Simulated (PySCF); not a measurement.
**How the method moves the HOMO and LUMO of `FC(F)(F)[SiH2]P`**

Species: CH4F3PSi.
Atom-mapped SMILES: `[F:1][C:2]([F:3])([F:4])[SiH2:5][PH2:6]` (hydrogens: H7, H8 on Si5; H9, H10 on P6)

Geometry (PBE0-D3(BJ)/def2-SVP, Å), atoms numbered from 1 in this order:
```
atom  x, y, z in Å
F1    -1.368   -1.210    1.011
C2    -1.439   -0.317    0.009
F3    -2.509    0.455    0.242
F4    -1.679   -1.004   -1.115
Si5    0.190    0.723   -0.119
P6     1.854   -0.746   -0.529
H7     0.309    1.487    1.156
H8     0.025    1.655   -1.269
H9     1.799   -1.273    0.798
H10    2.868    0.209   -0.204
```

Basis pcSseg-2 throughout (PySCF), one geometry. Isolated species at its PBE0-D3(BJ)/def2-SVP geometry (one conformer only).

Q: How do the orbital energies, the gap and the dipole change with the method?

A: 
```json
{"method": "BLYP", "kind": "GGA", "HOMO (eV)": "-6.83", "LUMO (eV)": "-1.02", "gap (eV)": "5.81", "μ (D)": "2.30", "SCF cycles": "14"}
{"method": "B97-D", "kind": "GGA", "HOMO (eV)": "-6.94", "LUMO (eV)": "-1.02", "gap (eV)": "5.92", "μ (D)": "2.28", "SCF cycles": "15"}
{"method": "OPBE", "kind": "GGA", "HOMO (eV)": "-6.97", "LUMO (eV)": "-1.00", "gap (eV)": "5.97", "μ (D)": "2.19", "SCF cycles": "15"}
{"method": "PBE", "kind": "GGA", "HOMO (eV)": "-6.98", "LUMO (eV)": "-1.15", "gap (eV)": "5.83", "μ (D)": "2.27", "SCF cycles": "14"}
{"method": "KT2", "kind": "GGA", "HOMO (eV)": "-7.04", "LUMO (eV)": "-1.21", "gap (eV)": "5.83", "μ (D)": "2.35", "SCF cycles": "15"}
{"method": "KT3", "kind": "GGA", "HOMO (eV)": "-7.06", "LUMO (eV)": "-1.16", "gap (eV)": "5.90", "μ (D)": "2.31", "SCF cycles": "15"}
{"method": "LDA", "kind": "LDA", "HOMO (eV)": "-7.06", "LUMO (eV)": "-1.35", "gap (eV)": "5.71", "μ (D)": "2.40", "SCF cycles": "13"}
{"method": "BP86", "kind": "GGA", "HOMO (eV)": "-7.07", "LUMO (eV)": "-1.19", "gap (eV)": "5.88", "μ (D)": "2.27", "SCF cycles": "14"}
{"method": "B97-2", "kind": "global hybrid", "HOMO (eV)": "-7.88", "LUMO (eV)": "-0.33", "gap (eV)": "7.55", "μ (D)": "2.45", "SCF cycles": "12"}
{"method": "B3LYP", "kind": "global hybrid", "HOMO (eV)": "-7.90", "LUMO (eV)": "-0.54", "gap (eV)": "7.36", "μ (D)": "2.49", "SCF cycles": "12"}
{"method": "PBE0", "kind": "global hybrid", "HOMO (eV)": "-8.12", "LUMO (eV)": "-0.33", "gap (eV)": "7.78", "μ (D)": "2.49", "SCF cycles": "12"}
{"method": "mPW1PW91", "kind": "global hybrid", "HOMO (eV)": "-8.14", "LUMO (eV)": "-0.34", "gap (eV)": "7.81", "μ (D)": "2.49", "SCF cycles": "12"}
{"method": "BHandHLYP", "kind": "global hybrid", "HOMO (eV)": "-9.13", "LUMO (eV)": "0.50", "gap (eV)": "9.63", "μ (D)": "2.70", "SCF cycles": "12"}
{"method": "CAM-B3LYP", "kind": "range-separated hybrid", "HOMO (eV)": "-9.40", "LUMO (eV)": "0.63", "gap (eV)": "10.03", "μ (D)": "2.60", "SCF cycles": "12"}
{"method": "wB97X-D", "kind": "range-separated hybrid", "HOMO (eV)": "-9.94", "LUMO (eV)": "1.39", "gap (eV)": "11.33", "μ (D)": "2.51", "SCF cycles": "12"}
{"method": "HF", "kind": "Hartree–Fock", "HOMO (eV)": "-10.69", "LUMO (eV)": "2.49", "gap (eV)": "13.18", "μ (D)": "2.84", "SCF cycles": "10"}
{"method": "LC-wPBE", "kind": "range-separated hybrid", "HOMO (eV)": "-10.74", "LUMO (eV)": "1.75", "gap (eV)": "12.49", "μ (D)": "2.59", "SCF cycles": "13"}
```

The HOMO spans 3.91 eV, from BLYP down to LC-wPBE, and the gap runs from 5.71 eV (LDA) to 13.18 eV (HF). Over the methods BLYP (0 %), B97-D (0 %), OPBE (0 %), PBE (0 %), KT2 (0 %), KT3 (0 %), LDA (0 %), BP86 (0 %), B97-2 (21 %), B3LYP (20 %), PBE0 (25 %), mPW1PW91 (25 %), BHandHLYP (50 %), HF (100 %), a straight line through the gap against the share of exact exchange rises by 0.74 eV for each 10 % (correlation coefficient 0.999). The dipole ranges from 2.19 D (OPBE) to 2.84 D (HF). This basis has no diffuse functions.
